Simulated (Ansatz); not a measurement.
NbSeF₃. Total charge 0; singlet. Geometry r2SCAN-D4/def2-SVP.

```csv
atom,x (Å),y (Å),z (Å)
Nb1,-0.022,-0.101,0.025
Se2,0.450,2.060,-0.509
F3,-0.800,-0.128,1.707
F4,1.565,-1.059,0.024
F5,-1.192,-0.772,-1.248
```

In the def2 sets Nb takes a core potential, while STO-3G treats all electrons; there is no spin–orbit coupling. LC-ωPBE has ω = 0.4 bohr⁻¹. B3LYP takes the VWN-RPA correlation.

Question: Estimate the orbital energies around the gap (eV) in Ansatz with HF/STO-3G, PBE-D4/def2-TZVPD, B3LYP-D4/def2-TZVP, LC-ωPBE/def2-TZVP, ωB97X-V/def2-TZVP.

Answer: 
```json
{"orbital": "HOMO−5", "HF/STO-3G": "-13.08", "PBE-D4/def2-TZVPD": "-10.82", "B3LYP-D4/def2-TZVP": "-12.51", "LC-ωPBE/def2-TZVP": "-15.80", "ωB97X-V/def2-TZVP": "-15.46"}
{"orbital": "HOMO−4", "HF/STO-3G": "-13.08", "PBE-D4/def2-TZVPD": "-10.82", "B3LYP-D4/def2-TZVP": "-12.51", "LC-ωPBE/def2-TZVP": "-15.80", "ωB97X-V/def2-TZVP": "-15.46"}
{"orbital": "HOMO−3", "HF/STO-3G": "-12.72", "PBE-D4/def2-TZVPD": "-10.75", "B3LYP-D4/def2-TZVP": "-12.44", "LC-ωPBE/def2-TZVP": "-15.71", "ωB97X-V/def2-TZVP": "-15.37"}
{"orbital": "HOMO−2", "HF/STO-3G": "-8.18", "PBE-D4/def2-TZVPD": "-7.85", "B3LYP-D4/def2-TZVP": "-8.90", "LC-ωPBE/def2-TZVP": "-11.70", "ωB97X-V/def2-TZVP": "-11.38"}
{"orbital": "HOMO−1", "HF/STO-3G": "-6.84", "PBE-D4/def2-TZVPD": "-6.90", "B3LYP-D4/def2-TZVP": "-7.82", "LC-ωPBE/def2-TZVP": "-10.49", "ωB97X-V/def2-TZVP": "-10.19"}
{"orbital": "HOMO", "HF/STO-3G": "-6.84", "PBE-D4/def2-TZVPD": "-6.90", "B3LYP-D4/def2-TZVP": "-7.82", "LC-ωPBE/def2-TZVP": "-10.49", "ωB97X-V/def2-TZVP": "-10.19"}
{"orbital": "LUMO", "HF/STO-3G": "4.63", "PBE-D4/def2-TZVPD": "-3.65", "B3LYP-D4/def2-TZVP": "-3.15", "LC-ωPBE/def2-TZVP": "-0.80", "ωB97X-V/def2-TZVP": "-0.85"}
{"orbital": "LUMO+1", "HF/STO-3G": "4.63", "PBE-D4/def2-TZVPD": "-3.64", "B3LYP-D4/def2-TZVP": "-3.15", "LC-ωPBE/def2-TZVP": "-0.80", "ωB97X-V/def2-TZVP": "-0.85"}
{"orbital": "LUMO+2", "HF/STO-3G": "5.78", "PBE-D4/def2-TZVPD": "-2.50", "B3LYP-D4/def2-TZVP": "-2.08", "LC-ωPBE/def2-TZVP": "0.20", "ωB97X-V/def2-TZVP": "0.11"}
{"orbital": "LUMO+3", "HF/STO-3G": "6.55", "PBE-D4/def2-TZVPD": "-2.24", "B3LYP-D4/def2-TZVP": "-1.69", "LC-ωPBE/def2-TZVP": "0.80", "ωB97X-V/def2-TZVP": "0.71"}
{"orbital": "LUMO+4", "HF/STO-3G": "6.55", "PBE-D4/def2-TZVPD": "-2.24", "B3LYP-D4/def2-TZVP": "-1.69", "LC-ωPBE/def2-TZVP": "0.80", "ωB97X-V/def2-TZVP": "0.72"}
{"orbital": "LUMO+5", "HF/STO-3G": "10.04", "PBE-D4/def2-TZVPD": "-1.21", "B3LYP-D4/def2-TZVP": "-0.81", "LC-ωPBE/def2-TZVP": "1.14", "ωB97X-V/def2-TZVP": "1.02"}
```
